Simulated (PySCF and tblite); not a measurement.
C6H11NSi, numbered as in [N:1]#[C:2][C@@H:3]1[CH2:4][CH2:5][CH2:6][SiH2:7][CH2:8]1. The ensemble was built from 60 distance-geometry starts (ETKDG and KDG, MMFF94s, GFN2-xTB) and rests on GFN2-xTB geometries. Free energies are B3LYP-D3(BJ)/def2-SVP (IEF-PCM, water) single points with GFN2-xTB rigid-rotor and vibrational terms (modes under about 100 cm⁻¹ blended into free rotors). Symmetry numbers and mirror images are counted. Conformers within 2.5 kcal/mol (GFN2-xTB free energy) were kept, 3 at most. GIAO shieldings: WP04/pcSseg-1 (IEF-PCM, water). Shifts are against TMS (¹H), TMS (¹³C), TMS (²⁹Si) at the same level. (PySCF 2.14, tblite 0.8.)

The 6-ring runs over atoms 3–4–5–6–7–8.

Two conformers hold nearly all the population. I: 6-ring chair (C2 axial); δ(H3) = 3.44 ppm. II: 6-ring chair (all substituents equatorial); δ(H3) = 2.61 ppm. The average over the ensemble at 298.15 K is 2.85 ppm.

(1) What populations and free-energy difference follow from a two-state model?

## Answers

(1) p(I) = (2.85 − 2.61)/(3.44 − 2.61) = 0.29, so K = p(II)/p(I) = 2.46 and G(II) − G(I) = −RT ln K = -0.53 kcal/mol. The weights computed directly are 29.3 % and 70.7 %.
